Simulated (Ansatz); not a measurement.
`[CH3][Cd][F]` + CH₃OH → `C[O][Cd][F]` + CH₄ at 700 K and 1 bar (ligand exchange at a Cd–C bond).

Program: Ansatz. Geometries: PBE0-D4/def2-TZVP. ΔE: electronic, gas phase. CCSD(T)/CBS adds triple-zeta CCSD(T) − MP2 to the extrapolated MP2 energy (def2 sets, frozen cores). This one scheme is used for every species. Elements past krypton have def2 core potentials. For Cd outer-core shells are correlated without core-valence functions, which leaves a few kJ/mol of doubt a bond. One conformer a species, not always the lowest.

```json
{"species": "`[CH3][Cd][F]`", "CCSD(T)/CBS energy (Eh)": "-307.37791", "H − E (kJ/mol)": "145.8", "S (J/(mol·K))": "356.4"}
{"species": "CH₃OH", "CCSD(T)/CBS energy (Eh)": "-115.61712", "H − E (kJ/mol)": "170.8", "S (J/(mol·K))": "288.5"}
{"species": "`C[O][Cd][F]`", "CCSD(T)/CBS energy (Eh)": "-382.53226", "H − E (kJ/mol)": "168.4", "S (J/(mol·K))": "409.4"}
{"species": "CH₄", "CCSD(T)/CBS energy (Eh)": "-40.46206", "H − E (kJ/mol)": "145.9", "S (J/(mol·K))": "224.0"}
```

H − E and S are ideal-gas, rigid-rotor, harmonic terms from PBE0-D4/def2-TZVP, for one conformer and one mirror image of each species. 1 Eh = 2625.50 kJ/mol, R = 8.31446 J/(mol·K).

Problem. By hand: ΔE, ΔH, ΔS and ΔG.

Solution. ΔE = (-382.53226) + (-40.46206) − (-307.37791) − (-115.61712) = 0.00071 Eh = 1.9 kJ/mol. Δ(H − E) = 168.4 + 145.9 − 145.8 − 170.8 = -2.3, so ΔH = -0.4 kJ/mol. ΔS = 409.4 + 224.0 − 356.4 − 288.5 = -11.5 J/(mol·K). ΔG = -0.4 − 700 × (-11.5)/1000 = 7.7 kJ/mol.

Problem. By hand: the equilibrium constant, and the temperature at which ΔG would vanish if ΔH and ΔS stayed fixed.

Solution. log₁₀ K = −ΔG/(RT ln 10) = -0.6. ΔG = 0 at ΔH/ΔS = 35 K, though so small a ΔH makes that figure unsure.

TΔS isn't small against ΔH here. A doubt of 5 kJ/mol in ΔE shifts log₁₀ K by 0.4 here. Other conformers and mirror images would add mixing entropy, several J/(mol·K) or more a flexible species. These are equilibria of isolated gas molecules and say nothing of rates. Largest T1 diagnostic: 0.018 (customary marks: 0.02 for closed shells, 0.045 for open ones).
